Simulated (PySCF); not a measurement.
C₄H₁₁ClOSi₂.
SMILES: `[Si]1(O[SiH3])(CCCC1)Cl`

Level: CAM-B3LYP/def2-SVPD in PySCF, non-relativistic, on one gas-phase PBE0-D3(BJ)/def2-SVP geometry that isn't relaxed in the solvent. The solvent is an IEF-PCM continuum (cavity from Bondi-type radii × 1.2), and excitations are vertical TDDFT with non-equilibrium linear response and a frozen core. Specific hydrogen bonds and non-electrostatic terms are outside this model.

Gas-phase singlets (H = HOMO, L = LUMO):

| state | E (eV) | λ (nm) | f | leading configurations |
| --- | --- | --- | --- | --- |
| S1 | 7.252 | 171 | 0.009 | H→L 77% |
| S2 | 7.551 | 164 | 0.004 | H→L+2 26%, H→L+1 20% |
| S3 | 7.710 | 161 | 0.014 | H→L+2 50%, H→L+1 30% |
| S4 | 7.885 | 157 | 0.002 | H-3→L 28%, H-2→L 25% |
| S5 | 8.022 | 155 | 0.006 | H-2→L 27%, H-3→L 11% |

Q: What are the lowest 5 singlets in acetonitrile (ε = 35.69)?

A: 
```csv
state,E (eV),λ (nm),f,leading configurations,change by rank (eV)
S1,7.188,172,0.012,H→L 80%,-0.064
S2,7.483,166,0.005,"H→L+1 41%, H→L+3 10%",-0.068
S3,7.773,160,0.018,H→L+2 76%,+0.063
S4,7.913,157,0.002,"H-3→L 63%, H-3→L+1 12%",+0.028
S5,8.024,155,0.006,"H-4→L 26%, H-1→L 17%",+0.002
```

Q: How do the frontier levels move from gas to acetonitrile?

A: 
| orbital | gas (eV) | solvent (eV) | change (eV) |
| --- | --- | --- | --- |
| LUMO+2 | 1.36 | 1.59 | +0.23 |
| LUMO+1 | 1.26 | 1.31 | +0.05 |
| LUMO | 0.86 | 0.90 | +0.04 |
| HOMO | -9.21 | -9.06 | +0.15 |
| HOMO-1 | -10.35 | -10.31 | +0.04 |
| HOMO-2 | -10.40 | -10.37 | +0.03 |
| HOMO-3 | -10.48 | -10.44 | +0.04 |

The HOMO–LUMO gap goes from 10.07 to 9.96 eV. Rows go by rank; for HOMO-3, HOMO-2 and HOMO-1 the atom shares or the degeneracy differ between the runs, so the row needn't follow one orbital.

The run took 96 s wall on one thread, Arm Neoverse V2 (aarch64), shared host, and the process peaked at 1.5 GiB of memory. This is the whole response run at CAM-B3LYP/def2-SVPD in acetonitrile, SCF included.
